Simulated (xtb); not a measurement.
C2H6OSi2, SMILES [SiH2](O)[SiH2]C#C. All values are semi-empirical tight-binding results from xtb (GFN2-xTB unless named), good for trends rather than for accurate numbers. Geometry optimised at GFN2-xTB. This is a generated structure with no PubChem entry under its InChIKey; it may be hypothetical. One conformer was computed; it need not be the lowest.

Computed properties:
```json
{
 "orbital_gap": "4.06 eV",
 "dipole_moment": "0.99 D",
 "zero_point_energy": "40.3 kcal/mol",
 "G − E(el) at 298.15 K (modified RRHO)": "19.6 kcal/mol",
 "static polarisability (D4 model)": "83.0 bohr³",
 "solvation energy, GFN2-xTB/ALPB(water)": "-4.3 kcal/mol",
 "solvation energy, GFN2-xTB/ALPB(dmso)": "-8.8 kcal/mol"
}
```
